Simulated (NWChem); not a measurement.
System: SiN4H8; SMILES N[Si](N)(N)N

```xyz
13

N     -1.0625     0.8326    -1.0919
Si     0.0000     0.0000     0.0000
N      0.8326     1.0625     1.0919
N      1.0625    -0.8326    -1.0919
N     -0.8326    -1.0625     1.0919
H     -1.7239     1.4996    -0.7119
H     -1.4833     0.3090    -1.8513
H      1.4996     1.7239     0.7119
H      0.3090     1.4833     1.8513
H      1.7239    -1.4996    -0.7119
H      1.4833    -0.3090    -1.8513
H     -0.3090    -1.4833     1.8513
H     -1.4996    -1.7239     0.7119
```
Atoms are numbered in this order, from 1.

Program: NWChem. Pople sets run with spherical d functions. STO-3G and 3-21G are far too small for this property and stand as cheap habits. Structure relaxed at the B3LYP/6-31G* (spherical d) level. Vertical excitations in the gas phase; the lowest state need not have the same character in each row.

```json
[
 {"level": "B3LYP/3-21G, TDA", "basis functions": "65", "lowest excitation, singlet (eV)": "6.95", "oscillator strength of that lowest state": "0.000", "lowest state with f > 0.02, singlet (eV)": "7.47", "orbital gap (eV)": "8.00"},
 {"level": "B3LYP/6-31G*, TDA", "basis functions": "90", "lowest excitation, singlet (eV)": "6.69", "oscillator strength of that lowest state": "0.000", "lowest state with f > 0.02, singlet (eV)": "7.26", "orbital gap (eV)": "7.75"},
 {"level": "B3LYP/6-31+G*, TDA", "basis functions": "110", "lowest excitation, singlet (eV)": "5.25", "oscillator strength of that lowest state": "0.000", "lowest state with f > 0.02, singlet (eV)": "5.82", "orbital gap (eV)": "6.13"},
 {"level": "B3LYP/def2-SVP, TDA", "basis functions": "114", "lowest excitation, singlet (eV)": "6.31", "oscillator strength of that lowest state": "0.000", "lowest state with f > 0.02, singlet (eV)": "6.85", "orbital gap (eV)": "7.32"}
]
```
